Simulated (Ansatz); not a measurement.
P₇S₂⁺, relaxed as a singlet with RKS PBE-D4/def2-SVP in Ansatz, starting from the GFN2-xTB geometry. Force threshold 0.02 eV/Å.

The restricted singlet is unstable towards broken spin symmetry in Hartree–Fock (as tested in another run); at PBE-D4/def2-SVP this wasn't settled. Another isomer (singlet) lies 0.48 eV lower at PBE0-D4/def2-TZVP; other spin states weren't run for this one.

Start:

```xyz
9

P    -0.286    2.390   -0.627
P    -1.102   -0.318    1.300
P     0.954   -2.142   -0.354
P     1.626    1.218   -0.723
P    -1.114   -2.384    0.291
P     1.152   -0.067    1.069
P     1.078    2.238    1.108
S    -0.553   -1.790   -1.715
S    -1.756    0.854   -0.348
```

Estimate the energy that the relaxation releases and the steps that it takes.

11.4 kJ/mol, in 7 steps; 15 s on 4 threads of Arm Neoverse V1 on a shared host. No frequencies were taken in this run, so the end may be a saddle point.

Does the start keep its bonding?

By distances, no bond broke or formed. The bond that changes most is P3–P6, from 2.52 to 2.66 Å (atoms count from 1).

Predict the relaxed structure.


```xyz
9

P    -0.2864    2.3496   -0.6648
P    -1.0505   -0.3004    1.3418
P     0.8918   -2.1468   -0.4094
P     1.6984    1.2452   -0.6977
P    -1.1696   -2.4321    0.2866
P     1.2327   -0.0053    1.1348
P     1.0179    2.2957    1.1405
S    -0.6460   -1.7400   -1.7318
S    -1.6883    0.7343   -0.4000
```
Bond lengths: 8 × P–P 2.19 to 2.38 Å; 4 × P–S 2.07 to 2.20 Å.
